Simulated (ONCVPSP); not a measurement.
tantalum: ONCV pseudisation with PBEsol, scalar-relativistic reference atom.

- Element: Ta (Z = 73)
- Generator: ONCVPSP 4.0.1
- Type: optimised norm-conserving Vanderbilt (ONCV)
- Functional: PBEsol
- Relativity: scalar-relativistic
- Frozen core: [Kr] 4d10 4f14
- Valence charge: 13
- Reference configuration: 5s2 5p6 5d3.5 6s1.5
- Partial waves: 5s+6s: rc 1.65 bohr, ncon 3, nbas 7, qcut 8.3 1/bohr, 2 projectors; 5p: rc 1.75 bohr, ncon 4, nbas 9, qcut 6.8 1/bohr, 1 projector; 5d: rc 2.45 bohr, ncon 4, nbas 9, qcut 6.6 1/bohr, 2 projectors, debl 2.4 Ha
- Local potential: polynomial inside 1.40 bohr (lpopt 5, dvloc0 0 Ha)
- Core correction: none

(1) Estimate the cutoffs (Ha) at which the residual kinetic energy of the hardest occupied pseudo-wave falls to 1 and 0.1 mHa per electron.

(2) Does the potential have ghost states?

Answers

(1) 23 Ha and 27 Ha.

(2) No bound ghost flagged; GHOST(+) flagged for s at 237.7 eV.

Its largest configuration-test error is +1.7 meV (5s2 5p6 5d3 6s2). 1 of 4 tests not solved or not reliable.
